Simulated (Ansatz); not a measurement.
Basis sets compared for Cs2F2 (the lowest singlet isomer of a short search). Charge 0, multiplicity 1. Geometry PBE0-D4/def2-TZVP. Ansatz on 4 threads of Arm Neoverse V2 on a shared host; times are rough, and most runs start from earlier orbitals.

| atom | x (Å) | y (Å) | z (Å) |
| --- | --- | --- | --- |
| Cs1 | 1.3697 | -0.3026 | -1.4810 |
| Cs2 | -1.3710 | 0.3035 | 1.4795 |
| F3 | 0.6609 | 1.4644 | 0.3122 |
| F4 | -0.6595 | -1.4653 | -0.3107 |

In the def2 sets Cs takes a core potential; there is no spin–orbit coupling. The structure comes from a short search, and lower isomers may exist.

Binding counts from free atoms (Cs doublet, F doublet) in the same basis, without a counterpoise term.

| level | functions | energy (Eh) | HOMO (eV) | LUMO (eV) | binding per atom (eV) | wall time |
| --- | --- | --- | --- | --- | --- | --- |
| PBE-D4/def2-SVP | 76 | -239.8170 | -4.72 | -0.93 | 3.02 | 0.75 s |
| PBE-D4/def2-TZVP | 120 | -240.0845 | -5.17 | -0.84 | 3.07 | 1.1 s |
| r2SCAN-D4/def2-TZVP | 120 | -240.1974 | -5.44 | -0.26 | 3.03 | 2.1 s |
| PBE0-D4/def2-SVP | 76 | -239.7979 | -6.43 | -0.47 | 2.86 | 0.8 s |
| PBE0-D4/def2-TZVP | 120 | -240.0624 | -6.92 | -0.40 | 2.93 | 1.4 s |

Question: Estimate the rows for PBE-D4/def2-TZVPD, r2SCAN-D4/def2-TZVPD, PBE0-D4/def2-TZVPD.

Answer: 
| level | functions | energy (Eh) | HOMO (eV) | LUMO (eV) | binding per atom (eV) | wall time |
| --- | --- | --- | --- | --- | --- | --- |
| PBE-D4/def2-TZVPD | 144 | -240.0906 | -5.28 | -0.82 | 3.10 | 1.4 s |
| r2SCAN-D4/def2-TZVPD | 144 | -240.2029 | -5.54 | -0.21 | 3.05 | 2.8 s |
| PBE0-D4/def2-TZVPD | 144 | -240.0681 | -7.02 | -0.38 | 2.95 | 1.7 s |
